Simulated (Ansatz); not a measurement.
Isolated molecules relaxed with PBE0-D4/def2-TZVP in Ansatz; ΔE leaves out vibrations. CBS: MP2 limit from def2 TZ/QZ plus the TZ coupled-cluster correction, frozen cores. This one scheme is used for every species, atoms too. For atomizations the MP2-based limit and the directly extrapolated one differ by several kJ/mol either way, and by 10 to 25 for some Ge, Se and Sn compounds, so smaller differences from it don't rank the levels. DFT in def2-TZVPP. HSE06 is defined as in plane-wave codes. No spin–orbit coupling; open shells (•) take unrestricted orbitals. Spin–orbit coupling would lower the free atoms: a little for C, Cl, F, O, Si. Each species was taken in one conformer, which may not be the lowest.

Reaction (atomization): `FC(Cl)O[SiH3]` → C• + Cl• + F• + 4 H• + O• + Si•

`FC(Cl)O[SiH3]`:

Cartesian coordinates in Å:
```
F -1.443 -1.084 0.506
C -0.587 -0.272 1.181
Cl -1.428 1.302 1.412
O 0.572 -0.138 0.522
Si 0.765 0.159 -1.117
H -0.422 -0.685 2.175
H -0.121 1.262 -1.552
H 2.190 0.528 -1.241
H 0.473 -1.072 -1.887
```

**Question.** What is ΔE at CCSD(T)/CBS? (An estimate is asked.)

**Answer.** Ansatz gave: +742.2 kcal/mol.

**Question.** What do these levels give: B97M-V, r2SCAN0-D4, HSE06-D4, ωB97X-V, revPBE, HF/def2-QZVPP? (Best estimate.)

**Answer.** Ansatz gave: B97M-V 742.5, r2SCAN0-D4 727.5, HSE06-D4 738.3, ωB97X-V 745.5, revPBE 719.9, HF/def2-QZVPP 525.3 kcal/mol.

**Question.** What do rigid-rotor, harmonic-oscillator terms from PBE0-D4/def2-TZVP frequencies (298.15 K, 1 bar) make of the CCSD(T)/CBS value? (Best estimate.)

**Answer.** Ansatz gave: ΔZPE = -32.1 kcal/mol, ΔH = +718.8 kcal/mol, ΔS = 929 J/(mol·K), ΔG = +652.6 kcal/mol. Open shells count their whole term as degenerate. Modes under 50 cm⁻¹ make the entropy rough.

Largest T1 diagnostic among the species: 0.012.

The D4 term adds +7.5 kcal/mol with B3LYP and +3.9 kcal/mol with PBE0; it sums over pairs of atoms, weighted by their polarisabilities, and B3LYP, whose exchange is more repulsive, gets the larger term. From BLYP to BHLYP (50 % exact exchange), in def2-TZVPP and without D4, ΔE moves by −23.1 kcal/mol: exact exchange takes away binding that semilocal exchange gives to molecules. At CCSD(T), def2-SVP lies −50.8 kcal/mol from the extrapolated value and def2-TZVPP −22.2 kcal/mol: correlation converges slowly with the basis, and small sets miss more of it in the bonded molecule than in its fragments.

B3LYP here is the variant with VWN-RPA as its local correlation; programs differ in this.
